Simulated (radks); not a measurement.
Values are calculated unless marked as measured or tabulated.
Q: Coherent X-ray form factor from a spherical all-electron density. Level of theory: scalar-relativistic Kohn-Sham, SCAN, spin-polarised, spherical densities, finite nucleus; meta-GGA in the generalised Kohn-Sham scheme; Fermi nuclear charge, rms radius of each element as measured or else 0.836 A^(1/3) + 0.57 fm (a radial shooting solver on a logarithmic mesh with Libxc functionals).

| sin(theta)/lambda (1/angstrom) | f0 (electrons) |
|---|---|
| 0.05 | 24.927 |
| 0.1 | 24.708 |
| 0.15 | 24.351 |
| 0.2 | 23.864 |
| 0.25 | 23.259 |
| 0.3 | 22.551 |
| 0.4 | 20.893 |
| 0.5 | 19.032 |
| 0.6 | 17.104 |
| 0.8 | 13.489 |
| 1 | 10.616 |
| 1.25 | 8.214 |
| 1.5 | 6.810 |
| 2 | 5.356 |

The species is in the configuration that NIST lists as its ground one. Which atom or ion scatters so?

A: The strontium ion Sr13+, [Ar] 3d7. Extrapolating in s^2 from the first two rows gives f0(0) = 25.0, near the electron count 25; among species with that count, the fall with angle is slower the higher Z, and the table is that of Z = 38; from so few rows the species is fixed only to a neighbour or two.
